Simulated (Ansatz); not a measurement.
Consider the hydrogenolysis of the Al–B bond: `[BH2][Al]([NH2])[SiH3]` + H₂ → `[NH2][AlH][SiH3]` + BH₃.

Isolated molecules relaxed with PBE0-D4/def2-TZVP in Ansatz; ΔE leaves out vibrations. CBS: MP2 limit from def2 TZ/QZ plus the TZ coupled-cluster correction, frozen cores. This one scheme is used for every species. Functionals use def2-TZVPP. B3LYP here is the variant with VWN-RPA as its local correlation; programs differ in this. HSE06 is defined as in plane-wave codes. One conformer a species, not always the lowest.

| level | ΔE (kcal/mol) | difference from CCSD(T)/CBS |
| --- | --- | --- |
| PBE-D4 | -8.0 | 2.7 |
| B97M-V | -13.4 | -2.7 |
| CAM-B3LYP-D4 | -12.6 | -1.9 |
| ωB97X-V | -11.6 | -0.9 |
| ωB97M-V | -11.9 | -1.2 |
| revPBE | -9.1 | 1.6 |
| BLYP | -11.6 | -0.9 |
| r2SCAN | -10.1 | 0.6 |
| B3LYP | -12.6 | -1.9 |
| r2SCANh | -10.6 | 0.1 |
| HSE06 | -10.3 | 0.4 |
| MP2/def2-SVP | -13.0 | -2.3 |
| CCSD/def2-TZVPP | -12.1 | -1.4 |
| CCSD(T)/def2-TZVPP | -11.1 | -0.4 |
| MP2/def2-QZVPP | -11.6 | -0.9 |
| MP2/CBS(def2) | -11.5 | -0.8 |
| CCSD(T)/CBS | -10.7 | 0 |

Largest T1 diagnostic among the species: 0.013.

The D4 term adds +1.2 kcal/mol with B3LYP and +0.7 kcal/mol with PBE0; it sums over pairs of atoms, weighted by their polarisabilities, and B3LYP, whose exchange is more repulsive, gets the larger term. In def2-TZVPP, CCSD(T) changes the Hartree–Fock value by +6.3 kcal/mol (the triples alone add +1.0 kcal/mol) and MP2 by +5.6 kcal/mol.

CCSD(T)/CBS has its own doubt, a few kJ/mol and more with outer-core shells, so smaller differences from it don't rank the levels.
